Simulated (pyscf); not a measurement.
# `[AlH2][SH]`, singlet

Gas-phase minimum from PySCF at ωB97X-D3(BJ)/def2-SVP, one conformer. 

SMILES: [AlH2][SH]
```xyz
5

Al    -0.0185     0.4892     0.1527
S      1.6293     0.1627    -1.2319
H      0.3618     1.0128     1.5930
H     -1.4936     0.1942    -0.3342
H      0.8479    -0.2529    -2.2486
```
Charge 0, spin multiplicity 1.

Bonded distances (Å): Al1–S2 2.177, Al1–H3 1.579, Al1–H4 1.581, S2–H5 1.348. Bond angles (°): S2–Al1–H3 116.6, S2–Al1–H4 118.8, H3–Al1–H4 124.6, Al1–S2–H5 95.0.

Properties at ωB97X-D3(BJ)/def2-SVP:

```
Property                                                                                                                                                            Result
---------------------------------------------------------------------------------------------------------------------  ---------------------------------------------------
Harmonic wavenumbers, unscaled                                                                                         368, 436, 518, 603, 699, 788, 1976, 1992, 2759 cm⁻¹
Zero-point energy                                                                                                                                            14.5 kcal/mol
Rotational symmetry number                                                                                                                                               1
Entropy of this conformer at 298 K and 1 atm, rigid rotor and harmonic oscillator, modes under 100 cm⁻¹ raised to 100                                      267.2 J/(mol K)
Dipole moment                                                                                                                                                       1.18 D
```

Single-point totals, which compare only within one level (frozen core for MP2 and CC):

| level | total energy (hartree) |
|---|---|
| ωB97X-D3(BJ)/def2-TZVP | -642.51367 |
| PBE/def2-TZVP | -642.15210 |
| r²SCAN/def2-TZVP | -642.41229 |
| B3LYP-D3(BJ)/def2-TZVP | -642.52126 |
| PBE0-D3(BJ)/def2-TZVP | -642.21410 |
| M06-2X/def2-TZVP | -642.42413 |
| ωB97M-D3(BJ)/def2-TZVP | -642.55763 |
| HF/def2-TZVPP | -641.24901 |
| MP2/def2-TZVPP | -641.51167 |
| CCSD/def2-TZVPP | -641.54696 |
| CCSD(T)/def2-TZVPP | -641.55829 |

The CCSD(T) − MP2 part came from Ansatz, without density fitting, on the same reference.
